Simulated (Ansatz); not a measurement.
One change: `O[B-]1(Cl)OC(C(F)(F)F)=CC(C(F)(F)F)=[O+]1` becomes `FC(F)(F)C1=CC(C(F)(F)F)=[O+][Zn-]([Cl])[O]1`.

Ansatz, PBE0-D4/def2-TZVP geometries, multiplicity 1. Each molecule was computed in one conformer, which needn't be the lowest.

Scalar relativity is left out up to krypton.

```
                                        property  `O[B-]1(Cl)OC(C(F)(F)F)=CC(C(F)(F)F)=[O+]1`
           HOMO–LUMO gap (B3LYP/def2-TZVPP) / eV                                         4.48
             HOMO–LUMO gap (PBE/def2-TZVPP) / eV                                         2.82
  size of the dipole moment (PBE/def2-TZVPP) / D                                         2.09
             HOMO energy (B3LYP/def2-TZVPP) / eV                                        -8.47
size of the dipole moment (B3LYP/def2-TZVPP) / D                                         2.31
            HOMO–LUMO gap (PBE0/def2-TZVPP) / eV                                         4.94
```

Q: What does the change do to each property? (Best estimate.)

A: Ansatz gave: 
```csv
property,`FC(F)(F)C1=CC(C(F)(F)F)=[O+][Zn-]([Cl])[O]1`,shift
HOMO–LUMO gap (B3LYP/def2-TZVPP) / eV,4.78,0.30
HOMO–LUMO gap (PBE/def2-TZVPP) / eV,3.05,0.23
size of the dipole moment (PBE/def2-TZVPP) / D,2.53,0.44
HOMO energy (B3LYP/def2-TZVPP) / eV,-8.39,0.08
size of the dipole moment (B3LYP/def2-TZVPP) / D,2.65,0.34
HOMO–LUMO gap (PBE0/def2-TZVPP) / eV,5.20,0.26
```

With PBE0 the HOMO rises by 0.12 eV and the LUMO rises by 0.38 eV, so the gap widens by about 0.26 eV. PBE moves the HOMO by 0.09 eV and ωB97M-V by 0.24 eV. Dipoles are sizes alone; their direction can turn.

B3LYP here is the variant with VWN-RPA as its local correlation; programs differ in this.
